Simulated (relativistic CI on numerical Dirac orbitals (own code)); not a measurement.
**Ho³⁺: 4s photoemission**

Computed with this model: Dirac-Coulomb-Breit CI, orbitals from a KLI potential per configuration, a model potential for QED, valence Slater integrals scaled by 0.7, multiplet model of photoemission in the sudden approximation; configurations [Xe] 4f10 → [Ar] 3d10 4s 4p6 4d10 4f10 5s2 5p6; 80 K; Lorentzian 3 eV and Gaussian 0.7 eV FWHM. Energies are those of the free ion, without screening or charge transfer. The energies are binding energies and can lie tens of eV above those of solids. Without intra-shell correlation the exchange splitting of an s hole comes out too large, often by half or more. S is read from ⟨S²⟩ = S(S + 1).

free ion: ground-state S = 1.92, centroid 476.77 eV. Peaks (eV, height): 474.4 (100), 480.8 (63).

Strongest unbroadened transitions for free ion:

| Energy (eV) | Relative strength |
| --- | --- |
| 474.18 | 100.0 |
| 474.73 | 16.2 |
| 477.78 | 1.2 |
| 478.09 | 4.0 |
| 479.10 | 0.0 |
| 479.84 | 0.1 |
| 480.01 | 1.0 |
| 480.75 | 57.3 |
| 481.28 | 9.4 |
| 481.94 | 0.1 |
| 482.52 | 1.8 |
| 482.88 | 0.0 |
| 483.28 | 0.0 |
| 483.75 | 0.0 |
